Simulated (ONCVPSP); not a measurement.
## zirconium: ONCV pseudisation with PBE, scalar-relativistic reference atom.

```
Element                 : zirconium (Zr)
Generator               : ONCVPSP 4.0.1
Type                    : optimised norm-conserving Vanderbilt (ONCV)
Functional              : PBE
Relativity              : scalar-relativistic
Frozen core             : [Ar] 3d10
Valence charge          : 12
Reference configuration : 4s2 4p6 4d2.5 5s1.5
Partial waves           : 4s+5s: rc 1.80 bohr, ncon 3, nbas 7, qcut 6.5 1/bohr, 2 projectors; 4p: rc 1.70 bohr, ncon 5, nbas 8, qcut 8.8 1/bohr, 2 projectors, debl 3.7 Ha; 4d: rc 2.95 bohr, ncon 4, nbas 9, qcut 5.7 1/bohr, 2 projectors, debl 0.5 Ha
Local potential         : polynomial inside 1.25 bohr (lpopt 3, dvloc0 6 Ha)
Core correction         : Teter function, fcfact 2, rcfact 1.5
```

All-electron outer shells of the reference configuration (PBE, scalar-relativistic, ld1.x):

| shell | level (eV) | outermost node (bohr) | outermost maximum (bohr) |
| --- | --- | --- | --- |
| 3d | -173.50 | – | 0.35 |
| 4s | -53.38 | 0.55 | 1.08 |
| 4p | -31.41 | 0.56 | 1.17 |
| 5s | -4.12 | 1.47 | 3.19 |
| 4d | -2.91 | 0.58 | 1.63 |

Problem. Estimate the cutoffs (Ha) at which the residual kinetic energy of the hardest occupied pseudo-wave falls to 1 and 0.1 mHa per electron.

Solution. 26 Ha and 32 Ha.

Problem. Does the potential have ghost states?

Solution. No bound ghost flagged; no localised positive-energy state flagged.

Problem. Which valence shell sets the plane-wave cutoff?

Solution. 4p: 26 Ha for 1 mHa per electron, against 15 Ha for 4s.

Problem. Tests: 4s2 4p6 4d2 5s2; 4s2 4p6 4d2 5s1; 4s2 4p6 4d2 5s0; 4s2 4p6 4d2 5s0 5p1. Which has the largest error in its energy relative to the reference configuration, and how large is it?

Solution. 4s2 4p6 4d2 5s0, with -5.1 meV (all-electron minus pseudo) on +19.56 eV.
